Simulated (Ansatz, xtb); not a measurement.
Dissociation curve of GeH, doublet.

- UKS-CAM-B3LYP = unrestricted CAM-B3LYP/aug-cc-pVDZ (Ansatz, a first-principles code)
- GFN1-xTB (xtb)
- UMP2 = MP2 on UHF/aug-cc-pVDZ, cores with 3d frozen run with Ansatz

Total energies in hartree (comparable only within one method and basis):

```
R / Å  UKS-CAM-B3LYP  GFN1-xTB         UMP2
-----  -------------  --------  -----------
1.18     -2077.53325  -2.02207  -2075.83924
1.28     -2077.57653  -2.07232  -2075.88462
1.35     -2077.59537  -2.08990  -2075.90410
1.44     -2077.60986  -2.10063  -2075.91908
1.52     -2077.61609  -2.10350  -2075.92553
1.55     -2077.61721  -2.10351  -2075.92668
1.60     -2077.61788  -2.10258  -2075.92739
1.65     -2077.61732  -2.10068  -2075.92682
1.67     -2077.61681  -2.09969  -2075.92630
1.76     -2077.61286  -2.09395  -2075.92226
1.88     -2077.60464  -2.08400  -2075.91386
1.97     -2077.59713  -2.07579  -2075.90616
2.12     -2077.58334  -2.06198  -2075.89028
2.43     -2077.55458  -2.03494            —
2.65     -2077.53888  -2.01771            —
2.87     -2077.52843  -2.00253            —
3.20     -2077.51919  -1.98362            —
3.60     -2077.51373  -1.96604            —
3.92     -2077.51166  -1.95544            —
4.37     -2077.51033         —            —
4.86     -2077.50978         —            —
5.65     -2077.50952         —            —
6.42     -2077.50947         —            —
```

Dashes: no converged value, or the column stops at the first point that the program doubted or that broke a chosen test of continuity, which isn't proof of a fault.

The unrestricted determinant behind UKS-CAM-B3LYP is spin-contaminated at 2.65 to 6.42 Å (<S²> up to 1.8, against 0.75 for a pure doublet). The unrestricted determinant behind UMP2 is spin-contaminated at 2.12 to 6.42 Å (<S²> up to 1.8, against 0.75 for a pure doublet).
